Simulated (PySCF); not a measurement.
SMILES [CH]=C(C)C, doublet at its CAM-B3LYP/def2-SVP optimised geometry (Å):

```
11

C     -0.7819    -0.9939     0.0001
C     -0.0881     0.1250     0.0000
C     -0.7454     1.4823     0.0000
C      1.4252     0.1250     0.0000
H     -0.5729    -2.0641    -0.0005
H     -1.8399     1.4034     0.0065
H     -0.4312     2.0641     0.8822
H     -0.4415     2.0587    -0.8894
H      1.8399    -0.8919    -0.0058
H      1.8093     0.6612    -0.8833
H      1.8091     0.6509     0.8896
```

Method: PySCF with unrestricted CAM-B3LYP/def2-TZVP. Cells within 0.4 Å of a nucleus heavier than hydrogen are left out (blank, or x).

Map of the Laplacian of the electron density (e/bohr⁵), clipped to [-1.50, 1.50] on the plane z = 0.0 Å:

```
|6666666666666666666666666666666|
|6666666666666666666666666666666|
|6666666666666666666666666666666|
|6666666666666666666666666666666|
|6666666666666666666666666666666|
|6666666666666666666666666666666|
|6666666666666666666666666666666|
|6666666666666666666666666666666|
|6666666666666666666666666666666|
|666666666655xx56666666666666666|
|666666665022xx76666666666666666|
|666666666043xx46666666666666666|
|6666666666665336666666666666666|
|6666666666666414666655666666666|
|66666666666665xx543xx9666666666|
|66666666666675xx732xxx666666666|
|6666666666666306666533666666666|
|6666666666658236766631566666666|
|666666666656xx56666650466666666|
|666666666664xx66666665666666666|
|6666666666662156666666666666666|
|6666666666664056666666666666666|
|6666666666665046666666666666666|
|6666666666666666666666666666666|
|6666666666666666666666666666666|
|6666666666666666666666666666666|
|6666666666666666666666666666666|
|6666666666666666666666666666666|
|6666666666666666666666666666666|
|6666666666666666666666666666666|
|6666666666666666666666666666666|
```
Scale: ten equal steps from -1.50 (start of '0') to 0.967 (end of '9'), in the order '0123456789'; x runs from -4.50 to 4.50, y from -4.50 (bottom) to 4.50 (top).
